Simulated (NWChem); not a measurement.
System: propylene glycol (C$_{3}$H$_{8}$O$_{2}$); SMILES OC(CO)C

Input file for NWChem:

```
start job
memory heap 200 mb stack 900 mb global 1100 mb
geometry units angstroms noautoz
  C     -0.659484     1.738212    -0.019811
  C      0.005826     0.429404     0.351410
  O      1.366378     0.388553    -0.049399
  C     -0.698530    -0.798284    -0.212025
  O      0.007934    -1.957877     0.101197
  H     -0.092334     2.587291     0.388003
  H     -0.714671     1.856216    -1.115844
  H     -1.687053     1.788519     0.371178
  H      0.036982     0.323330     1.449076
  H      1.403677     0.632015    -0.982911
  H     -1.716724    -0.883521     0.202883
  H     -0.812156    -0.663407    -1.312920
  H      0.940352    -1.711293     0.016208
end
basis spherical
  C library 6-31+g*
  O library 6-31+g*
  H library 6-31+g*
end
dft
  xc pbe0
  iterations 150
end
tddft
  cis
  nroots 6
  notriplet
end
task tddft energy
```

Parts of the log:

```
             Northwest Computational Chemistry Package (NWChem) 7.3.0
             --------------------------------------------------------

 C1  symmetry detected

                             Geometry "geometry" -> ""
                             -------------------------

 Output coordinates in angstroms (scale by  1.889725989 to convert to a.u.)

  No.       Tag          Charge          X              Y              Z
 ---- ---------------- ---------- -------------- -------------- --------------
    1 C                    6.0000    -0.62295186     1.76349909    -0.01959431
    2 C                    6.0000     0.01389650     0.43940299     0.34730416
    3 O                    8.0000     1.36936395     0.36524389    -0.06576584
    4 C                    6.0000    -0.72500399    -0.77152185    -0.20810678
    5 O                    8.0000    -0.04393829    -1.94750483     0.10022565
    6 H                    1.0000    -0.03177235     2.59907082     0.38194423
    7 H                    1.0000    -0.68523603     1.88159966    -1.11523651
    8 H                    1.0000    -1.64540812     1.83905349     0.38062560
    9 H                    1.0000     0.05246069     0.33381147     1.44478139
   10 H                    1.0000     1.40404330     0.60670896    -0.99989729
   11 H                    1.0000    -1.74114506    -0.83167210     0.21612461
   12 H                    1.0000    -0.84534431    -0.63514627    -1.30810332
   13 H                    1.0000     0.89335274    -1.72361987     0.00646444

 Effective nuclear repulsion energy (a.u.)     196.0722062414

                                 NWChem DFT Module
                                 -----------------

 Summary of "ao basis" -> "ao basis" (spherical)
 ------------------------------------------------------------------------------
       Tag                 Description            Shells   Functions and Types
 ---------------- ------------------------------  ------  ---------------------
 C                          6-31+g*                  8       18   4s3p1d
 O                          6-31+g*                  8       18   4s3p1d
 H                          6-31+g*                  2        2   2s

[...]

                                NWChem TDDFT Module
                                -------------------

            General Information
            -------------------
           No. of orbitals :     212
            Alpha orbitals :     106
             Beta orbitals :     106
        Alpha frozen cores :       0
         Beta frozen cores :       0
     Alpha frozen virtuals :       0
      Beta frozen virtuals :       0
         Spin multiplicity :       1
    Number of AO functions :     106
        Use of symmetry is : off
      Symmetry adaption is : off
         Schwarz screening :  0.10D-07

              XC Information
              --------------
                  PBE0 Method XC Functional
              Hartree-Fock (Exact) Exchange   0.25
   PerdewBurkeErnzerhof Exchange Functional   0.75
     Perdew 1991 LDA Correlation Functional   1.00 local
    PerdewBurkeErnz. Correlation Functional   1.00 non-local

             TDDFT Information
             -----------------
          Calculation type : Tamm-Dancoff TDDFT
         Wavefunction type : Restricted singlets
          No. of electrons :      42
           Alpha electrons :      21
            Beta electrons :      21
              No. of roots :       6
          Max subspacesize :    5200
            Max iterations :     100
               Target root :       1
           Target symmetry : none
      Symmetry restriction : off
                 Algorithm : Optimal
        Davidson threshold :  0.10D-03

    6 smallest eigenvalue differences (eV)
--------------------------------------------------------
  No. Spin  Occ  Vir  Irrep   E(Occ)    E(Vir)   E(Diff)
--------------------------------------------------------
    1    1   21   22 a        -0.281     0.010     7.931
    2    1   21   23 a        -0.281     0.026     8.366
    3    1   21   24 a        -0.281     0.034     8.583
    4    1   20   22 a        -0.315     0.010     8.844
    5    1   21   25 a        -0.281     0.044     8.853
    6    1   20   23 a        -0.315     0.026     9.280
--------------------------------------------------------

  Entering Davidson iterations
  Restricted singlet excited states

  Iter   NTrls   NConv    DeltaV     DeltaE      Time
  ----  ------  ------  ---------  ---------  ---------
    1      6       0     0.40E-01   0.10+100        7.5
    2     12       0     0.18E-01   0.27E-02        7.6
    3     18       0     0.76E-02   0.81E-03        7.5
    4     24       0     0.57E-02   0.24E-03        7.5
    5     30       0     0.22E-02   0.77E-04        7.5
    6     36       2     0.97E-03   0.15E-04        7.5
    7     40       5     0.30E-03   0.20E-05        6.1
    8     41       5     0.14E-03   0.24E-06        4.0
    9     42       6     0.47E-04   0.40E-07        4.0
  ----  ------  ------  ---------  ---------  ---------
  Convergence criterion met

  Ground state a        -269.266935290203 a.u.

  ----------------------------------------------------------------------------
  Root   1 singlet a              0.246949897 a.u.                6.7199 eV
  ----------------------------------------------------------------------------
     Transition Moments    X  0.00066   Y -0.00474   Z  0.11425
     Dipole Oscillator Strength                    0.0021526911
     Electric Quadrupole                           0.0000001771
     Magnetic Dipole                               0.0000004864
     Total Oscillator Strength                     0.0021533546

[...]
```

Level: PBE0/6-31+G* (spherical d), TDA. Structure relaxed at the PBE0/def2-SVP level.
